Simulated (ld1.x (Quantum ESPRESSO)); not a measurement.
**Before and after: TM potential for Si**

- Element: silicon
- Generator: ld1.x (Quantum ESPRESSO) 7.5
- Type: norm-conserving Troullier–Martins (Kleinman–Bylander form)
- Functional: BP86
- Relativity: scalar-relativistic
- Frozen core: [Ne]
- Valence charge: 4
- Reference configuration: 3s2 3p2
- Partial waves: 3p (bound): rc 1.75 bohr; 3d channel at 0.25 Ry: rc 1.60 bohr; 3s (bound): rc 1.70 bohr
- Local potential: the s channel
- Core correction: Bessel-smoothed model core, default radius (core density twice the valence density)

All-electron outer shells of the reference configuration (BP86, scalar-relativistic, ld1.x):

| shell | level (eV) | outermost node (bohr) | outermost maximum (bohr) |
| --- | --- | --- | --- |
| 2s | -139.66 | 0.15 | 0.45 |
| 2p | -95.71 | – | 0.39 |
| 3s | -10.92 | 0.72 | 1.77 |
| 3p | -4.18 | 0.72 | 2.14 |

Change: wave 3p (bound): rc 1.75 bohr becomes 3p (bound): rc 1.38 bohr.

Cutoffs: the cutoffs (Ry, on a coarse ladder) from which the occupation-weighted sum of valence levels, in a spherical-Bessel basis at the reference potential, stays within 10 and 1 mRy of its value at 400 Ry; they do not see the model core or the augmentation charge, which bear on the density cutoff. Errors are all-electron minus pseudo energies relative to the spin-unpolarised reference configuration.

**Question.** Predict the effect on cutoff, ghosts and configuration errors.

**Answer.** The potential gets harder (15 Ry and 40 Ry → 50 Ry and 70 Ry); of the 7 tests that both files solve, the error grows in 2 and shrinks in 2 by more than 15 % and 0.3 meV (median size 2.5 → 2.7 meV); neither file shows a bound ghost. A smaller radius makes the pseudo-wave follow the all-electron one further in, where it bends more sharply, so more plane waves are needed.

| quantity | base | changed |
| --- | --- | --- |
| cutoff, loose | 15 Ry | 50 Ry |
| cutoff, tight | 40 Ry | 70 Ry |
| loose cutoff by channel (10 mRy a level) | p 6 Ry, s 12 Ry | p 45 Ry, s 12 Ry |
| bound ghosts | none | none |
| error for 3s2 3p1, meV [ΔE 7.84 eV] | +2.5 | +2.7 |
| error for 3s2 3p0, meV [ΔE 23.94 eV] | +15 | +11 |
| error for 3s1 3p0, meV [ΔE 58.06 eV] | +47 | +28 |
| error for 3s1 3p3, meV [ΔE 6.82 eV] | -1.1 | +1.8 |
| error for 3s2 3p2.3, meV [ΔE -0.96 eV] | +0.1 | +0.1 |
| error for 3s0 3p4, meV [ΔE 13.80 eV] | -4.2 | +8.7 |
| error for 3s2 3p1.5, meV [ΔE 2.97 eV] | +0.4 | +0.5 |
